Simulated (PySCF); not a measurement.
# SMILES C#C[C@H]1C/C(=C/F)C1=C, C₈H₇F

Geometry:
| atom | x (Å) | y (Å) | z (Å) |
| --- | --- | --- | --- |
| C1 | 3.101 | 0.412 | 0.664 |
| C2 | 2.082 | 0.104 | 0.116 |
| C3 | 0.834 | -0.267 | -0.503 |
| C4 | 0.074 | -1.444 | 0.171 |
| C5 | -1.069 | -0.498 | 0.436 |
| C6 | -2.256 | -0.670 | 0.993 |
| F7 | -3.142 | 0.335 | 1.126 |
| C8 | -0.351 | 0.626 | -0.159 |
| C9 | -0.603 | 1.913 | -0.324 |
| H10 | 4.003 | 0.680 | 1.128 |
| H11 | 0.979 | -0.397 | -1.579 |
| H12 | -0.161 | -2.277 | -0.489 |
| H13 | 0.556 | -1.822 | 1.071 |
| H14 | -2.634 | -1.603 | 1.387 |
| H15 | 0.110 | 2.569 | -0.794 |
| H16 | -1.529 | 2.349 | 0.011 |

Computed, not measured: PySCF 2.14.0, GIAO BHandHLYP/pcSseg-1 magnetisability, rotational g tensor and spin-rotation constants, non-relativistic, gas phase. Geometry: GFN2-xTB.

Question: Give the nuclear spin-rotation constants along the inertial axes (H = +C I·J) beside the isotropic shieldings.

Answer: Rotational constants 3.4802, 1.0083, 0.8676 GHz. A star marks the isotopologue with that one atom substituted, in its own axes.
```
atom  isotope  Caa (kHz)  Cbb (kHz)  Ccc (kHz)  mean (kHz)  σ (ppm)
  F7      19F      4.180      1.171      0.214       1.855    320.0
 H10       1H     -0.103     -0.115     -0.060      -0.093     30.1
 H11       1H     -0.327     -0.110      0.029      -0.136     28.5
 H12       1H     -0.384     -0.038     -0.024      -0.148     29.0
 H13       1H     -0.339     -0.058     -0.020      -0.139     29.2
 H14       1H     -0.240      0.059     -0.090      -0.090     25.1
 H15       1H      0.006     -0.017     -0.094      -0.035     26.2
 H16       1H      0.173     -0.068     -0.088       0.006     26.0
  C1     13C*      0.571      0.314      0.190       0.358    108.6
  C2     13C*      0.481      0.376      0.208       0.355     97.1
  C3     13C*      0.602      0.143      0.138       0.294    157.7
  C4     13C*      0.493      0.186      0.138       0.272    155.2
  C5     13C*      1.131      0.439      0.149       0.573     58.4
  C6     13C*      1.088      0.480      0.221       0.596     31.7
  C8     13C*      1.700      0.361      0.169       0.743     34.4
  C9     13C*      1.492      0.316      0.133       0.647     64.3
```
For the geometry as given, no vibrational averaging.
